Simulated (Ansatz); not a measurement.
Be₂Te₂⁺. Total charge 1; doublet. Geometry r2SCAN-D4/def2-TZVP.

```xyz
4

Be   -0.957    0.327   -0.378
Be    0.957   -0.327    0.378
Te   -0.727    0.038    1.876
Te    0.727   -0.038   -1.876
```

In the def2 sets Te takes a core potential; there is no spin–orbit coupling. The structure comes from a short search, and lower isomers may exist.

Question: Estimate the α-spin orbital energies around the gap (eV) in Ansatz with PBE-D4/def2-TZVP, r2SCAN-D4/def2-TZVP, PBE0-D4/def2-SVP, PBE0-D4/def2-TZVP, ωB97M-V/def2-TZVP.

Answer: 
```tsv
orbital	PBE-D4/def2-TZVP	r2SCAN-D4/def2-TZVP	PBE0-D4/def2-SVP	PBE0-D4/def2-TZVP	ωB97M-V/def2-TZVP
HOMO−13	-46.02	-46.97	-49.32	-49.27	-51.88
HOMO−12	-46.02	-46.97	-49.32	-49.27	-51.88
HOMO−11	-45.92	-46.87	-49.26	-49.17	-51.77
HOMO−10	-45.92	-46.87	-49.26	-49.17	-51.77
HOMO−9	-45.91	-46.86	-49.24	-49.16	-51.76
HOMO−8	-45.91	-46.86	-49.24	-49.16	-51.76
HOMO−7	-21.13	-21.80	-23.26	-23.08	-25.79
HOMO−6	-20.63	-21.24	-22.64	-22.49	-25.17
HOMO−5	-14.11	-14.43	-15.53	-15.35	-17.55
HOMO−4	-12.41	-12.66	-13.51	-13.47	-15.52
HOMO−3	-11.93	-12.27	-13.13	-13.04	-15.16
HOMO−2	-11.88	-12.15	-13.06	-12.93	-14.90
HOMO−1	-11.88	-12.12	-13.06	-12.90	-14.80
HOMO	-10.98	-11.36	-12.08	-12.05	-13.98
LUMO	-8.17	-7.77	-7.47	-7.37	-5.75
LUMO+1	-6.99	-6.58	-6.21	-6.20	-4.54
LUMO+2	-6.74	-6.38	-6.02	-5.98	-4.23
LUMO+3	-5.98	-5.48	-5.25	-5.14	-3.52
LUMO+4	-5.05	-4.60	-4.18	-4.24	-2.68
LUMO+5	-3.86	-3.39	-2.69	-2.97	-1.95
β HOMO	-11.42	-11.53	-12.13	-12.03	-13.57
β LUMO	-10.22	-10.11	-9.65	-9.60	-7.94
```
